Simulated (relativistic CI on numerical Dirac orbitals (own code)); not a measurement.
d2 in a ligand field

Computed with a parametric ligand-field model of a d^n configuration (Racah B and C, spin-orbit zeta, crystal field), exact diagonalisation.

Field parameters in Wybourne normalisation: D3d B²₀ = −7Dσ, B⁴₀ = −14Dq − 21Dτ, B⁴₃ = −14√(10/7) Dq; Oh B⁴₀ = 21Dq, B⁴₄ = √(5/14) B⁴₀; Td as Oh with Dq negative (B⁴₀ = 21Dq, B⁴₄ = √(5/14) B⁴₀). The field is a parameter set, without covalency.

(1) A d2 ion in Oh symmetry has the ground term 3T1 and bands at 1T2 5771 cm⁻¹ (1733 nm), 1E 5834 cm⁻¹ (1714 nm), 1A1 13136 cm⁻¹ (761 nm), 3T2 14597 cm⁻¹ (685 nm), 3T1 19694 cm⁻¹ (508 nm), 3A2 30097 cm⁻¹ (332 nm). Which parameters reproduce them?

(2) Ground term and bands for B = 690, C = 3580, ζ = 0 cm⁻¹, D3d, 10Dq = 24750, Dσ = 490, Dτ = -360 cm⁻¹?

(3) Ground term and bands for B = 650, C = 2310, ζ = 0 cm⁻¹, Oh, 10Dq = 3250 cm⁻¹?

(4) A d2 ion in Td symmetry has the ground term 3A2 and bands at 3T2 2200 cm⁻¹, 3T1 3800 cm⁻¹ (2632 nm), 1E 5849 cm⁻¹ (1710 nm), 1T2 7820 cm⁻¹ (1279 nm), 3T1 8800 cm⁻¹ (1136 nm), 1A1 9217 cm⁻¹ (1085 nm). Which parameters reproduce them?

(5) Ground term and bands for B = 920, C = 4280, ζ = 0 cm⁻¹, Oh, 10Dq = 7250 cm⁻¹?

Results:

(1) B = 400, C = 1600, ζ = 0 cm⁻¹, Oh, 10Dq = 15500 cm⁻¹.

(2) Ground term 3A2 with 0.04 electrons in the two orbitals of the cubic e set. Spin-allowed: 3E 1844 cm⁻¹, 3A1 22876 cm⁻¹ (437 nm), 3E 23386 cm⁻¹ (428 nm), 3E 31949 cm⁻¹ (313 nm). Lowest spin-forbidden: 1E 11956 cm⁻¹ (836 nm), 1E 13377 cm⁻¹ (748 nm), 1A1 13720 cm⁻¹ (729 nm).

(3) Ground term 3T1 with 0.12 electrons in the two orbitals of the cubic e set. Spin-allowed: 3T2 2743 cm⁻¹, 3A2 5993 cm⁻¹ (1669 nm), 3T1 11985 cm⁻¹ (834 nm). Lowest spin-forbidden: 1T2 8663 cm⁻¹ (1154 nm), 1E 9196 cm⁻¹ (1087 nm), 1T2 13863 cm⁻¹ (721 nm).

(4) B = 400, C = 1510, ζ = 0 cm⁻¹, Td, 10Dq = -2200 cm⁻¹.

(5) Ground term 3T1 with 0.09 electrons in the two orbitals of the cubic e set. Spin-allowed: 3T2 6252 cm⁻¹ (1599 nm), 3A2 13502 cm⁻¹ (741 nm), 3T1 19054 cm⁻¹ (525 nm). Lowest spin-forbidden: 1T2 14516 cm⁻¹ (689 nm), 1E 15131 cm⁻¹ (661 nm), 1T2 23499 cm⁻¹ (426 nm).
